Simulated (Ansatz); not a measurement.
CHNSe: structure from calculated spectroscopic constants

These gas-phase data were calculated for one isomer of CHNSe at r2SCAN-D4/def2-TZVP (harmonic, unscaled wavenumbers; equilibrium rotational constants with average atomic masses):

| Quantity | Value |
| --- | --- |
| rotational constants | 234.6, 3.981, 3.915 GHz |
| all wavenumbers above 1500 cm⁻¹ | 2410, 2251 |

Candidates:

(1) `C#[N+][Se-]`, a singlet
(2) `N=C=[Se]`, a singlet
(3) `N#C[SeH]`, a singlet

Task: Which candidate do the data belong to? Where the bands don't settle it, estimate the moments of inertia from typical bond lengths.

Result: Candidate (3). No mode falls between 3250 and 3800 cm⁻¹, where the N–H stretch of (2) would stand. The rotational constants decide the rest: (1) would give 4.125 GHz.

The same quantities for all candidates:

|  | rotational constants (GHz) | wavenumbers above 1500 cm⁻¹ | E above the lowest, r2SCAN-D4/def2-TZVP (kcal/mol) |
| --- | --- | --- | --- |
| (1) | 4.125 | 3479, 2116 | 31.0 |
| (2) | 1115, 3.977, 3.963 | 3662, 2020 | 0.0 |
| (3) | 234.6, 3.981, 3.915 | 2410, 2251 | 13.0 |

Each candidate is one conformer. Programs: Ansatz 0.2.0.
